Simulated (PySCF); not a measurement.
**Correlation energy of Sr (strontium, neutral)**

[Kr] 5s1 5p1, high-spin 3P determinant (an excited configuration). Calculation: PySCF 2.14, in ANO-RCC-VTZP; scalar relativity by spin-free X2C-1e. Frozen: [Ar] 3d10; 10 electrons correlated.

```
  level  correlation energy (mhartree)
   CCSD                        -204.34
    (T)                          -4.80
CCSD(T)                        -209.14
```

Diagnostics: T1 = 0.013, D1 = 0.0556, largest double amplitude 0.055.

Cost of the coupled-cluster step: of the order of 1.2 core-seconds, for 10 correlated electrons.

Iterations:

```
CC2 = 0
CCSD nocc = (np.int64(6), np.int64(4)), nmo = (33, 33)
frozen orbitals [[0, 1, 2, 3, 4, 5, 6, 7, 8, 9, 10, 11, 12, 13], [0, 1, 2, 3, 4, 5, 6, 7, 8, 9, 10, 11, 12, 13]]
max_cycle = 100
direct = 0
conv_tol = 1e-08
conv_tol_normt = 1e-06
diis_space = 8
diis_start_cycle = 0
Init t2, MP2 energy = -0.187956370204907
Init E_corr(UCCSD) = -0.187956370209648
cycle = 1  E_corr(UCCSD) = -0.200526246158794  dE = -0.0125698759  norm(t1,t2) = 0.0410731
cycle = 2  E_corr(UCCSD) = -0.20322425990448  dE = -0.00269801375  norm(t1,t2) = 0.0177832
cycle = 3  E_corr(UCCSD) = -0.204565073574443  dE = -0.00134081367  norm(t1,t2) = 0.0105571
cycle = 4  E_corr(UCCSD) = -0.204238142675879  dE = 0.000326930899  norm(t1,t2) = 0.00381422
cycle = 5  E_corr(UCCSD) = -0.204323025634999  dE = -8.48829591e-05  norm(t1,t2) = 0.00132134
cycle = 6  E_corr(UCCSD) = -0.204346841124274  dE = -2.38154893e-05  norm(t1,t2) = 0.000242539
cycle = 7  E_corr(UCCSD) = -0.204343747503151  dE = 3.09362112e-06  norm(t1,t2) = 7.10325e-05
cycle = 8  E_corr(UCCSD) = -0.204343370750957  dE = 3.76752194e-07  norm(t1,t2) = 2.93597e-05
cycle = 9  E_corr(UCCSD) = -0.204343384664024  dE = -1.39130669e-08  norm(t1,t2) = 1.10321e-05
cycle = 10  E_corr(UCCSD) = -0.204343360348399  dE = 2.43156248e-08  norm(t1,t2) = 3.60661e-06
cycle = 11  E_corr(UCCSD) = -0.204343348661782  dE = 1.16866173e-08  norm(t1,t2) = 9.83908e-07
cycle = 12  E_corr(UCCSD) = -0.20434335167545  dE = -3.0136682e-09  norm(t1,t2) = 1.61596e-07
UCCSD converged
E(UCCSD) = -3177.402402964346  E_corr = -0.2043433516754502
UCCSD(T) correction = -0.00479520629324477
```

The basis was made for the ground configuration and has no added diffuse functions, which can raise the energy of the promoted electron.
